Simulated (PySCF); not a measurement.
Isomers of C6H13OP, mass 132.070 u with the commonest isotopes. The calculation used PBE0/pcSseg-1 in PySCF (dipole) on a GFN2-xTB geometry, gas phase. One conformer each, none proved a minimum here; rigid rotors.

Problem. Order these by out-of-plane moment Σ m c² = (Ia + Ib − Ic)/2, smallest first.
A. `CC(C)(C)P1(=O)CC1`
B. `[CH2:1]=[CH:2][P@:3]([CH3:4])(=[O:5])[CH2:6][CH2:7][CH3:8]` with C1–C2–P3–C4 127°, C2–P3–C6–C7 180°, P3–C6–C7–C8 -172°
C. `[OH:1][CH2:2][PH:3][CH:4]1[CH2:5][CH2:6][CH2:7][CH2:8]1` with H–O1–C2–P3 -60°, O1–C2–P3–C4 -75°, C2–P3–C4–C5 -165°, P3–C4–C5–C6 -160°, C4–C5–C6–C7 42°, C5–C6–C7–C8 -29°, C6–C7–C8–C4 6°
D. `[CH3:1][CH2:2][C@@H:3]1[C@H:4]([CH3:5])[P@@:6]1([CH3:7])=[O:8]` with C1–C2–C3–C4 161°

Solution. C (26.55 u·Å²), B (68.76 u·Å²), A (76.34 u·Å²), D (83.76 u·Å²).

Problem. Order these by rotational constant B, smallest first.
A. `[CH3:1][CH2:2][C@@H:3]1[C@H:4]([CH3:5])[P@@:6]1([CH3:7])=[O:8]` with C1–C2–C3–C4 161°
B. `[CH2:1]=[CH:2][P@:3]([CH3:4])(=[O:5])[CH2:6][CH2:7][CH3:8]` with C1–C2–P3–C4 127°, C2–P3–C6–C7 180°, P3–C6–C7–C8 -172°
C. `[OH:1][CH2:2][PH:3][CH:4]1[CH2:5][CH2:6][CH2:7][CH2:8]1` with H–O1–C2–P3 -60°, O1–C2–P3–C4 -75°, C2–P3–C4–C5 -165°, P3–C4–C5–C6 -160°, C4–C5–C6–C7 42°, C5–C6–C7–C8 -29°, C6–C7–C8–C4 6°
D. `CC(C)(C)P1(=O)CC1`

Solution. B (959.2 MHz), C (1012 MHz), A (1415 MHz), D (1489 MHz).

Problem. Order these by dipole moment, smallest first.
A. `[OH:1][CH2:2][PH:3][CH:4]1[CH2:5][CH2:6][CH2:7][CH2:8]1` with H–O1–C2–P3 -60°, O1–C2–P3–C4 -75°, C2–P3–C4–C5 -165°, P3–C4–C5–C6 -160°, C4–C5–C6–C7 42°, C5–C6–C7–C8 -29°, C6–C7–C8–C4 6°
B. `[CH2:1]=[CH:2][P@:3]([CH3:4])(=[O:5])[CH2:6][CH2:7][CH3:8]` with C1–C2–P3–C4 127°, C2–P3–C6–C7 180°, P3–C6–C7–C8 -172°
C. `[CH3:1][CH2:2][C@@H:3]1[C@H:4]([CH3:5])[P@@:6]1([CH3:7])=[O:8]` with C1–C2–C3–C4 161°
D. `CC(C)(C)P1(=O)CC1`

Solution. A (0.73 D), B (3.66 D), D (4.00 D), C (4.31 D).

| SMILES | point group | Ia (u·Å²) | Ib (u·Å²) | Ic (u·Å²) | κ | μa (D) | μb (D) | μc (D) |
| --- | --- | --- | --- | --- | --- | --- | --- | --- |
| C=C[P@](C)(=O)CCC | C1 | 176.60 | 526.89 | 565.97 | -0.93 | 0.42 | 0.25 | 3.62 |
| CC[C@@H]1[C@H](C)[P@@]1(C)=O | C1 | 262.24 | 357.15 | 451.86 | -0.27 | 2.88 | 2.01 | 2.50 |
| CC(C)(C)P1(=O)CC1 | Cs | 210.11 | 339.32 | 396.75 | -0.62 | 1.61 | 3.66 | 0.00 |
| OCPC1CCCC1 | C1 | 155.59 | 499.36 | 601.86 | -0.86 | 0.11 | 0.66 | 0.29 |
